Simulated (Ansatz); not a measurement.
Basis-set extrapolation for `C=CC[SiH](F)Cl` (PBE0-D4/def2-TZVP geometry, frozen core, the Gaussian-basis code of Ansatz). Multiplicity 1, RHF reference.

```json
{"": "HF", "def2-TZVPP": "-965.197290", "def2-QZVPP": "-965.229367"}
{"": "MP2 correlation", "def2-TZVPP": "-1.050872", "def2-QZVPP": "-1.136266"}
{"": "CCSD(T) correlation", "def2-TZVPP": "-1.146823", "def2-QZVPP": "not run"}
```

Energies in hartree. Use E(X) = E(∞) + A·exp(−7.88·√X) for Hartree–Fock and E(X) = E(∞) + B·X^(−2.97) for correlation, with X = 3 and 4, and add CCSD(T) minus MP2 of the smaller set to the MP2 limit.

Q: What is the CCSD(T) energy at the basis-set limit?

A: HF limit: -965.229367 + (-0.032077) × 0.13774 = -965.23379. MP2 limit: -1.136266 + (-0.085394) × 0.74074 = -1.19952. Higher-order term: -1.146823 − (-1.050872) = -0.09595. Total: -966.52926 hartree, 5.04 eV below CCSD(T)/def2-TZVPP.
